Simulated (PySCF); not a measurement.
# Spin-rotation constants: `C(=C)([SiH3])/C=N\C(C)C`, C$_{6}$H$_{13}$NSi

Cartesian coordinates in Å; atom numbers follow the order of the lines, from 1:
```xyz
21

C     1.685    1.725    0.592
C     1.642    0.409    0.432
Si    2.697   -0.535   -0.825
C     0.755   -0.443    1.247
N    -0.468   -0.688    1.099
C    -1.238   -0.101    0.033
C    -2.343    0.750    0.659
C    -1.842   -1.241   -0.788
H     1.069    2.235    1.318
H     2.344    2.350    0.010
H     3.514   -1.513   -0.103
H     1.808   -1.234   -1.756
H     3.540    0.422   -1.540
H     1.248   -0.958    2.071
H    -0.620    0.534   -0.627
H    -1.912    1.567    1.232
H    -2.982    1.163   -0.117
H    -2.941    0.136    1.327
H    -2.480   -0.841   -1.572
H    -2.431   -1.885   -0.140
H    -1.054   -1.837   -1.243
```

Computed with GIAO HF/pcSseg-1 magnetisability, rotational g tensor and spin-rotation constants, non-relativistic, gas phase in PySCF. Geometry: GFN2-xTB.

Problem. Give the nuclear spin-rotation constants along the inertial axes (H = +C I·J) beside the isotropic shieldings.

Solution. Rotational constants 2.6644, 0.9774, 0.8450 GHz. A star marks the isotopologue with that one atom substituted, in its own axes.
| atom | isotope | Caa (kHz) | Cbb (kHz) | Ccc (kHz) | mean (kHz) | σ (ppm) |
| --- | --- | --- | --- | --- | --- | --- |
| N5 | 14N | 0.730 | 0.048 | 0.242 | 0.340 | -136.0 |
| H9 | 1H | -0.072 | 0.004 | -0.089 | -0.052 | 26.3 |
| H10 | 1H | -0.034 | -0.095 | -0.013 | -0.047 | 26.2 |
| H11 | 1H | -0.167 | -0.089 | 0.003 | -0.085 | 28.1 |
| H12 | 1H | -0.160 | -0.006 | -0.074 | -0.080 | 28.3 |
| H13 | 1H | -0.094 | -0.087 | -0.025 | -0.069 | 28.2 |
| H14 | 1H | -0.206 | -0.096 | 0.077 | -0.075 | 24.2 |
| H15 | 1H | -0.106 | -0.107 | -0.006 | -0.073 | 28.7 |
| H16 | 1H | -0.243 | 0.006 | -0.101 | -0.113 | 31.2 |
| H17 | 1H | -0.209 | -0.109 | -0.011 | -0.110 | 31.1 |
| H18 | 1H | -0.099 | -0.112 | -0.034 | -0.082 | 30.5 |
| H19 | 1H | -0.219 | -0.105 | -0.012 | -0.112 | 31.2 |
| H20 | 1H | -0.128 | -0.102 | -0.033 | -0.088 | 30.5 |
| H21 | 1H | -0.094 | -0.048 | -0.100 | -0.081 | 31.1 |
| C1 | 13C* | 0.948 | 0.296 | 0.235 | 0.493 | 55.2 |
| C2 | 13C* | 1.038 | 0.320 | 0.239 | 0.532 | 43.1 |
| Si3 | 29Si* | -1.316 | -0.480 | -0.444 | -0.747 | 454.4 |
| C4 | 13C* | 0.873 | 0.195 | 0.454 | 0.507 | 28.4 |
| C6 | 13C* | 0.530 | 0.174 | 0.131 | 0.278 | 144.9 |
| C7 | 13C* | 0.379 | 0.132 | 0.130 | 0.214 | 166.8 |

For the geometry as given, no vibrational averaging.

Problem. How do the rotational constants and the g tensor change when H9, H10, H11, H12, H13, H14, H15, H16, H17, H18, H19, H20, H21 are replaced by deuterium?

Solution. Constants 2.1331, 0.8337, 0.7172 GHz; g -0.0287, -0.0073, -0.0088, against -0.0358, -0.0086, -0.0104 before.
